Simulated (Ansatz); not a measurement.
Relaxed structures of BH$_{3}$S$_{2}$O, singlet (PBE0-D4/def2-TZVP; forces vanish, vibrations not checked; lower isomers may exist, and structures with a doubtful reference or unclear bonds are left out; Å). Program: Ansatz 0.2.0. Basis: def2-TZVPP. Cores are frozen in the correlated methods.

**Question.** Rank them by CCSD(T) energy, lowest first, and give each one's height above the lowest. Links in brackets join atoms within 1.22 times the sum of their covalent radii (1.1 for two metals). (To be estimated.)
A.
BH₃S₂O ([OH][S][B][SH2])
```
7
angstrom
O -2.4006 0.1897 0.1108
S -1.1657 -0.9250 0.0859
B 0.2744 -0.0194 -0.0005
S 1.7558 -1.0139 -0.2422
H -1.9722 1.0553 0.0227
H 1.9010 -2.2177 0.4300
H 2.7120 -0.4244 0.5000
```
B.
a complex of H₂S₂ ([SH][SH]) + BHO ([B][OH])
```
7
angstrom
O -2.3274 -0.5723 0.0486
S 1.3345 1.3263 -0.0366
B -1.5220 -0.1583 0.9781
S 1.3610 -0.5975 -0.7351
H -3.2748 -0.3982 0.0828
H 2.4586 1.7496 -0.6493
H 1.9853 -1.1798 0.3063
```
C.
BH₃S₂O ([OH][S][BH][SH])
```
7
angstrom
O -2.1556 0.5017 -0.2526
S -1.1592 -0.8199 -0.1213
B 0.4646 -0.1056 -0.0912
S 1.8886 -1.1934 -0.0143
H -2.4177 0.7553 0.6389
H 0.5713 1.0786 -0.1268
H 2.8078 -0.2168 -0.0328
```

**Answer.** The calculation gives: C (0.00 kcal/mol), B (39.53 kcal/mol), A (81.87 kcal/mol). Heights count from the lowest.

No T1 diagnostic of these runs exceeds 0.023.

For scale, one of the runs: CCSD(T)/def2-TZVPP, 188 basis functions, launched by `ansatz run in.yaml --threads 2 --pin off --events-out ev --progress --plain --max-ram 4352MiB`. The run took 54 s on 2 CPU threads of an Arm Neoverse V1 (shared host), with 1.9 GiB of host memory at its peak.
